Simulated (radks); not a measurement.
Excited configurations of Se XXXII: one electron is placed in a higher orbital outside [He]. The ground configuration is [He] 2s1. All-electron calculation, Dirac Kohn-Sham, PBE, spin-unpolarised, spherical densities, point nucleus; open shells fill j = l - 1/2 first. Program: a radial shooting solver on a logarithmic mesh with Libxc functionals. Excitation = E - E(ground); binding = E(ion) - E, where the ion is the core of charge +32; n* = 32/sqrt(2 binding) in atomic units. These energies are relativistic, and a one-electron ion of charge +32 with no core already has n* below n in this formula (Dirac formula, point nucleus: 4s1/2 3.977, 4p1/2 3.977, 5p1/2 4.976, 6p1/2 5.976, 6f5/2 5.994). The quantum defect is therefore taken as that value minus n*, so that it holds no relativistic shift of the bare ion.

4s1/2: excitation (eV) 2739.7; binding (eV) 893.94; n* 3.948; quantum defect 0.030; eigenvalue (eV) -881.48
4p1/2: excitation (eV) 2746.8; binding (eV) 886.82; n* 3.964; quantum defect 0.014; eigenvalue (eV) -873.82
5p1/2: excitation (eV) 3067.2; binding (eV) 566.43; n* 4.959; quantum defect 0.017; eigenvalue (eV) -558.57
6p1/2: excitation (eV) 3240.8; binding (eV) 392.82; n* 5.955; quantum defect 0.020; eigenvalue (eV) -387.57
6f5/2: excitation (eV) 3245.4; binding (eV) 388.21; n* 5.991; quantum defect 0.004; eigenvalue (eV) -382.44

The Delta-SCF ionisation energy is 3633.6 eV (NIST Atomic Spectra Database: 3636.5 eV, theoretical). Self-interaction in the functional shifts the binding energies and quantum defects, so they are the method's values and not measured ones. Spin polarisation and multiplet splitting are left out, so open shells lie too high by an amount that depends on their filling.

Beside tabulated values, note that spin-unpolarised runs miss the spin-polarisation part of the exchange energy of open shells.
